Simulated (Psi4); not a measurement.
C₄H₉O₂, doublet (typed; the unrestricted solution is spin-contaminated), at a GFN2-xTB geometry, with bond 8-1 at 2.0 times its length; Psi4 with HF/STO-3G.

The Psi4 input:
```
memory 2 GB

molecule {
0 2
  C     2.44129226    0.10115715   -0.14365186
  O     1.56726821   -0.94954595   -0.46138878
  C     0.22932293   -0.77598112   -0.22669731
  C    -0.32239378    0.22871530    0.72742444
  O    -1.73011919    0.27144562    0.68370228
  C    -2.23395775    0.78719933   -0.52420138
  H     2.43834871    0.31924637    0.92939839
  H     4.42686798   -0.56841579   -0.73970436
  H     2.19011721    1.01479636   -0.69366486
  H    -0.31292108   -1.69511218   -0.37458880
  H     0.09124656    1.23322774    0.52733650
  H    -0.09077691   -0.02608709    1.77733696
  H    -1.88811586    0.19943457   -1.38112938
  H    -1.92659121    1.83183747   -0.66456328
  H    -3.31816179    0.73454499   -0.45419885
}

set basis sto-3g
set reference uhf
set guess modhuckel

energy('scf')
print_variables()
```

The log (banner, timings and long lists left out):

```
   => Loading Basis Set <=

    Name: STO-3G
    Role: ORBITAL
    Keyword: BASIS

         ---------------------------------------------------------
                                   SCF
               by Justin Turney, Rob Parrish, Andy Simmonett
                          and Daniel G. A. Smith
                              UHF Reference
         ---------------------------------------------------------

  ==> Geometry <==

    Molecular point group: c1
    Full point group: C1

    Geometry (in Angstrom), charge = 0, multiplicity = 2:

       Center              X                  Y                   Z               Mass
    ------------   -----------------  -----------------  -----------------  -----------------
         C            2.436924560630     0.142542403965    -0.148908886367    12.000000000000
         O            1.562900510630    -0.908160696035    -0.466645806367    15.994914619570
         C            0.224955230630    -0.734595866035    -0.231954336367    12.000000000000
         C           -0.326761479370     0.270100553965     0.722167413633    12.000000000000
         O           -1.734486889370     0.312830873965     0.678445253633    15.994914619570
         C           -2.238325449370     0.828584583965    -0.529458406367    12.000000000000
         H            2.433981010630     0.360631623965     0.924141363633     1.007825032230
         H            4.422500280630    -0.527030536035    -0.744961386367     1.007825032230
         H            2.185749510630     1.056181613965    -0.698921886367     1.007825032230
         H           -0.317288779370    -1.653726926035    -0.379845826367     1.007825032230
         H            0.086878860630     1.274612993965     0.522079473633     1.007825032230
         H           -0.095144609370     0.015298163965     1.772079933633     1.007825032230
         H           -1.892483559370     0.240819823965    -1.386386406367     1.007825032230
         H           -1.930958909370     1.873222723965    -0.669820306367     1.007825032230
         H           -3.322529489370     0.775930243965    -0.459455876367     1.007825032230

  Running in c1 symmetry.

  Rotational constants: A =      0.30943  B =      0.05451  C =      0.05338 [cm^-1]
  Rotational constants: A =   9276.39157  B =   1634.11229  C =   1600.34603 [MHz]
  Nuclear repulsion =  246.019830018035265

  Charge       = 0
  Multiplicity = 2
  Electrons    = 49
  Nalpha       = 25
  Nbeta        = 24

  ==> Algorithm <==

[...]
   @DF-UHF iter  16:  -302.28891390666416   -4.25306e-08   1.89141e-06 DIIS
   @DF-UHF iter  17:  -302.28891391794468   -1.12805e-08   7.72485e-07 DIIS
  Energy and wave function converged.

  ==> Post-Iterations <==

   @Spin Contamination Metric:   1.016860910E+00
   @S^2 Expected:                7.500000000E-01
   @S^2 Observed:                1.766860910E+00
   @S   Expected:                5.000000000E-01
   @S   Observed:                5.000000000E-01

    Orbital Energies [Eh]
    ---------------------

    Alpha Occupied:

[...]
      25A     -0.319132

    Alpha Virtual:

[...]
    Beta Occupied:

[...]
    Beta Virtual:

[...]
    Final Occupation by Irrep:
              A
    DOCC [    24 ]
    SOCC [     1 ]
    NA   [    25 ]
    NB   [    24 ]

  @DF-UHF Final Energy:  -302.28891391794468

   => Energetics <=

    Nuclear Repulsion Energy =            246.0198300180352646
    One-Electron Energy =                -902.4123175035574604
    Two-Electron Energy =                 354.1035735675775413
    Total Energy =                       -302.2889139179446829

  UHF NO Occupations:
  HONO-2 :   23  A 1.9975359
  HONO-1 :   24  A 1.0258630
  HONO-0 :   25  A 1.0000000
  LUNO+0 :   26  A 0.9741370
  LUNO+1 :   27  A 0.0024641
  LUNO+2 :   28  A 0.0021363
  LUNO+3 :   29  A 0.0014206

Computation Completed

Properties will be evaluated at   0.000000,   0.000000,   0.000000 [a0]

Properties computed using the SCF density matrix

 Multipole Moments:

 ------------------------------------------------------------------------------------
     Multipole            Electronic (a.u.)      Nuclear  (a.u.)        Total (a.u.)
 ------------------------------------------------------------------------------------

 L = 1.  Multiply by 2.5417464519 to convert [e a0] to [Debye]
 Dipole X            :         -1.3691963            1.4716629            0.1024666
 Dipole Y            :         -2.6360721            3.1994787            0.5634066
 Dipole Z            :          0.9637201           -1.0499708           -0.0862507
 Magnitude           :                                                    0.5791076

 ------------------------------------------------------------------------------------

  Variable Map:
  ----------------------------------------------------------------------------
[...]
  Array Variable Map:
  ----------------------------------------------------------------------------
[...]
[...]
```
